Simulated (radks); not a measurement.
Task: The table gives one normalised radial function P(r) = r R(r) of Pt17+ in [Kr] 4d10 4f12 5s2 5f1 (r in bohr). All-electron calculation, scalar-relativistic Kohn-Sham, r2SCAN, spin-polarised, spherical densities, finite nucleus; open shells are filled with parallel spins first (spin-orbit coupling, left out, can overturn this in heavy ions); meta-GGA in the generalised Kohn-Sham scheme; Fermi nuclear charge, rms radius 5.427 fm. Program: a radial shooting solver on a logarithmic mesh with Libxc functionals.

| r | P |
|---|---|
| 0.001936 | 0.0000 |
| 0.002218 | 0.0000 |
| 0.002541 | 0.0000 |
| 0.002911 | 0.0000 |
| 0.003362 | 0.0000 |
| 0.003852 | 0.0000 |
| 0.004413 | 0.0000 |
| 0.005056 | 0.0000 |
| 0.005839 | 0.0000 |
| 0.00669 | 0.0000 |
| 0.007665 | 0.0000 |
| 0.008781 | 0.0001 |
| 0.01006 | 0.0001 |
| 0.01162 | 0.0002 |
| 0.01331 | 0.0004 |
| 0.01525 | 0.0006 |
| 0.01747 | 0.0010 |
| 0.02018 | 0.0017 |
| 0.02312 | 0.0027 |
| 0.02649 | 0.0044 |
| 0.03035 | 0.0070 |
| 0.03477 | 0.0111 |
| 0.04015 | 0.0178 |
| 0.046 | 0.0275 |
| 0.0527 | 0.0419 |
| 0.06038 | 0.0631 |
| 0.06973 | 0.0958 |
| 0.07989 | 0.1394 |
| 0.09153 | 0.1991 |
| 0.1049 | 0.2784 |
| 0.1201 | 0.3804 |
| 0.1387 | 0.5145 |
| 0.159 | 0.6648 |
| 0.1821 | 0.8331 |
| 0.2086 | 1.0101 |
| 0.241 | 1.1922 |
| 0.2761 | 1.3412 |
| 0.3163 | 1.4501 |
| 0.3624 | 1.5015 |
| 0.4151 | 1.4845 |
| 0.4794 | 1.3910 |
| 0.5493 | 1.2412 |
| 0.6293 | 1.0484 |
| 0.721 | 0.8333 |
| 0.8327 | 0.6064 |
| 0.954 | 0.4139 |
| 1.093 | 0.2574 |
| 1.252 | 0.1436 |
| 1.435 | 0.0706 |
| 1.657 | 0.0283 |
| 1.898 | 0.0100 |
| 2.175 | 0.0029 |
| 2.491 | 0.0007 |
| 2.877 | 0.0001 |
| 3.297 | 0.0000 |
| 3.777 | 0.0000 |

Which n and l does it have? It may be an empty orbital.

Result: n = 4, l = 3: the number of nodes gives n - l - 1 = 0, the rise at small r (about r^(l+1), flatter next to the nucleus through relativity) gives l, and the extent must fit the shell. The curve is that of 4f up; the table hardly tells the two spins apart. 4f up: eigenvalue -458.63 eV, 0 radial nodes, <r> = 0.473 bohr, 90 % of the charge inside 0.741 bohr.
